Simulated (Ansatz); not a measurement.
SiMo₃⁻. The state is a doublet with charge -1. Geometry PBE0-D4/def2-SVP, that of the neutral singlet; atoms count from 1.

```xyz
4

Mo    1.320   -0.211    0.396
Mo   -0.794   -0.661    0.936
Mo   -0.159   -0.692   -1.200
Si   -0.366    1.563   -0.131
```

In the def2 sets Mo takes a core potential; there is no spin–orbit coupling. The charge -1 doublet is spin-contaminated (final ⟨S²⟩ up to 0.83, 0.75 for a pure state). The highest occupied level of the charge -1 doublet lies above zero (up to 0.26 eV). By energy differences its removal costs 1.02 eV (vertical, to the charge 0 singlet, at PBE0-D4/def2-TZVPD); a positive level beside a positive removal energy at the same level points to self-interaction error. The structure comes from a short search, and lower isomers may exist.

Q: Estimate the Mulliken populations from the PBE0/def2-TZVPD orbitals of Ansatz.

A: 
| atom | charge (e) | spin (α − β) | d electrons |
| --- | --- | --- | --- |
| Mo1 | -0.13 | 0.65 | 4.84 |
| Mo2 | -0.32 | -0.17 | 4.73 |
| Mo3 | -0.13 | 0.65 | 4.84 |
| Si4 | -0.41 | -0.12 | – |
Mulliken values and Mayer orders depend strongly on the basis. With diffuse functions, as here, like atoms can get unlike values, and bond orders can come out too low or too high.

Q: Where does the spin sit?

A: Summed by element: Mo 1.12, Si -0.12, of 1 unpaired in all. Largest on single atoms: Mo3 0.65, Mo1 0.65, Mo2 -0.17.

Q: And the Mayer bond orders between bonded heavy atoms (over 0.3)?

A: Mo1–Mo2 2.72 (2.23 Å); Mo1–Mo3 2.59 (2.23 Å); Mo1–Si4 1.01 (2.50 Å); Mo2–Mo3 2.72 (2.23 Å); Mo2–Si4 1.00 (2.50 Å); Mo3–Si4 1.01 (2.50 Å).
